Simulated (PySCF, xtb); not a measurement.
Si(H)2(Me)2 (C₂H₈Si), SMILES C[SiH2]C.

GFN2-xTB (xtb 6.7.1) at its own geometry gives an orbital gap of 6.47 eV and a dipole moment of 0.45 D.

Geometry: r2SCAN-D4/def2-SVP. The isomer is the one that the SMILES or the coordinates give; other isomers of the formula were not compared.

### Question
What does PBE/def2-TZVPD run with PySCF give? (The exact figures need the calculation; the answer reports its results.)

### Answer
gap 7.19 eV (levels -7.51 and -0.32 eV), dipole 0.81 D.
